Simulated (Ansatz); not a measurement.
Cost and result for the atomization energy of CH₈B₂Si₂ (13 atoms, 17 bonds).

```json
{"atom": "B1", "x (Å)": "-0.7188", "y (Å)": "0.6647", "z (Å)": "-0.8089"}
{"atom": "C2", "x (Å)": "-0.6980", "y (Å)": "0.6759", "z (Å)": "0.7487"}
{"atom": "Si3", "x (Å)": "1.1923", "y (Å)": "0.4924", "z (Å)": "0.7869"}
{"atom": "B4", "x (Å)": "0.7307", "y (Å)": "-0.4334", "z (Å)": "-0.9787"}
{"atom": "Si5", "x (Å)": "-0.7775", "y (Å)": "-1.1423", "z (Å)": "0.2664"}
{"atom": "H6", "x (Å)": "0.4156", "y (Å)": "0.6797", "z (Å)": "-1.5471"}
{"atom": "H7", "x (Å)": "-1.5346", "y (Å)": "1.0847", "z (Å)": "-1.5719"}
{"atom": "H8", "x (Å)": "-1.3709", "y (Å)": "1.2430", "z (Å)": "1.3810"}
{"atom": "H9", "x (Å)": "1.7693", "y (Å)": "-0.2296", "z (Å)": "1.9547"}
{"atom": "H10", "x (Å)": "1.8759", "y (Å)": "1.8056", "z (Å)": "0.6436"}
{"atom": "H11", "x (Å)": "1.2726", "y (Å)": "-1.0175", "z (Å)": "-1.8628"}
{"atom": "H12", "x (Å)": "-0.0669", "y (Å)": "-2.1173", "z (Å)": "1.1328"}
{"atom": "H13", "x (Å)": "-2.0896", "y (Å)": "-1.7060", "z (Å)": "-0.1446"}
```

Total charge 0; spin multiplicity 1. The bonds changed during the relaxation, so this is another structure than the one it started from. All single points use the PBE0-D4/def2-TZVP geometry. Program: Ansatz. All runs use 4 threads of an Arm Neoverse V1 on a shared host. Times are those of one run each, without the atoms' runs, and a repeat can differ threefold. Electronic energies, without spin–orbit coupling; frozen cores. CCSD(T)/CBS adds CCSD(T) − MP2 in def2-TZVPP to the MP2 limit, and its time is that of the two runs behind it. T1 = 0.014. B3LYP takes the VWN-RPA correlation (the form of Gaussian; ORCA's B3LYP/G).

CCSD(T)/CBS is a level of theory with its own doubt, some kJ/mol a heavy atom from the limit and from the frozen cores, so smaller differences don't rank the functionals.

```
                             level  functions  wall time
   PBE-D4/def2-TZVPP (with forces)        289      5.5 s
                PBE0-D4/def2-TZVPP        289      7.5 s
r2SCAN-D4/def2-TZVPP (with forces)        289       10 s
 B3LYP-D4/def2-TZVPP (with forces)        289       12 s
                 B2PLYP/def2-TZVPP        289       12 s
                ωB97X-V/def2-TZVPP        289       16 s
  ωB97M-V/def2-TZVPP (with forces)        289       25 s
                    MP2/def2-QZVPP        551       54 s
                CCSD(T)/def2-TZVPP        289    3.9 min
                 CCSD(T)/CBS(def2)          –    4.8 min
```

Question: What atomization energy does each give, and how far from CCSD(T)/CBS? (Best estimate.)

Answer: Computed: 
| level | atomization (kcal/mol) | difference from CCSD(T)/CBS | per bond |
| --- | --- | --- | --- |
| PBE-D4/def2-TZVPP (with forces) | 1072.4 | 19.2 | 1.1 |
| PBE0-D4/def2-TZVPP | 1066.2 | 13.0 | 0.8 |
| r2SCAN-D4/def2-TZVPP (with forces) | 1069.5 | 16.3 | 1.0 |
| B3LYP-D4/def2-TZVPP (with forces) | 1052.8 | -0.4 | 0.0 |
| B2PLYP/def2-TZVPP | 1040.8 | -12.4 | -0.7 |
| ωB97X-V/def2-TZVPP | 1063.9 | 10.7 | 0.6 |
| ωB97M-V/def2-TZVPP (with forces) | 1062.0 | 8.8 | 0.5 |
| MP2/def2-QZVPP | 1055.5 | 2.3 | 0.1 |
| CCSD(T)/def2-TZVPP | 1028.9 | -24.3 | -1.4 |
| CCSD(T)/CBS(def2) | 1053.2 | 0.0 | 0.0 |

In def2-TZVPP, CCSD(T) changes the Hartree–Fock value by +233.6 kcal/mol (the triples alone add +15.7 kcal/mol) and MP2 by +245.8 kcal/mol; breaking electron pairs costs correlation energy, which Hartree–Fock lacks. The D4 term adds +13.7 kcal/mol with B3LYP and +7.1 kcal/mol with PBE0; it sums over pairs of atoms, weighted by their polarisabilities, and B3LYP, whose exchange is more repulsive, gets the larger term. From PBE to PBE0 (25 % exact exchange), in def2-TZVPP and without D4, the atomization energy moves by −4.9 kcal/mol: exact exchange takes away binding that semilocal exchange gives to molecules.
